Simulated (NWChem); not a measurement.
Molecule: CH₃FSn, singlet; SMILES [CH3][Sn][F]

Low-valent species are run as closed-shell singlets; no triplet was tried in these runs. def2 effective core potentials on Sn; no spin-orbit coupling.

Problem. Give the equilibrium geometry at PBE0/def2-SVP with def2 effective core potentials on Sn (NWChem) as a Z-matrix, with the point group.

Solution. point group C1; any orientation.
```
C
H 1 1.1003
H 1 1.1031 2 109.44
H 1 1.1033 2 109.30 3 -117.47
Sn 1 2.1959 2 109.16 4 -121.07
F 5 1.9660 1 93.90 2 1.40
```
